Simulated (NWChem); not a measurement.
System: BHICl; SMILES ClBI

The following NWChem deck was run.

```
start job
memory heap 200 mb stack 900 mb global 1100 mb
geometry units angstroms
  B     -0.778725    -1.033851     0.000000
  Cl     0.224520    -2.458879     0.000000
  H     -1.982323    -1.141436     0.000000
  I      0.054147     0.925166     0.000000
end
basis spherical
  * library def2-svp
end
ecp
  I library def2-ecp
end
dft
  xc becke88 lyp
  iterations 150
end
driver
  maxiter 120
end
task dft optimize
dft
  grid fine
  convergence energy 1d-8 density 1d-7
end
task dft freq numerical
```

def2 effective core potentials on I; no spin-orbit coupling.

The level has its own optimisation; frequencies are unscaled.

Question: Give the results of this calculation. (BLYP/def2-SVP with def2 effective core potentials on I.) Quantities: r B–Cl (Å); r B–H (Å); r B–I (Å); highest harmonic frequency (cm⁻¹); lowest (cm⁻¹); zero-point energy (kcal/mol).

Answer: 
```
Property                           Result
---------------------------------  ------
r B–Cl (Å)                          1.752
r B–H (Å)                           1.204
r B–I (Å)                           2.151
highest harmonic frequency (cm⁻¹)    2617
lowest (cm⁻¹)                         197
zero-point energy (kcal/mol)          8.4
```
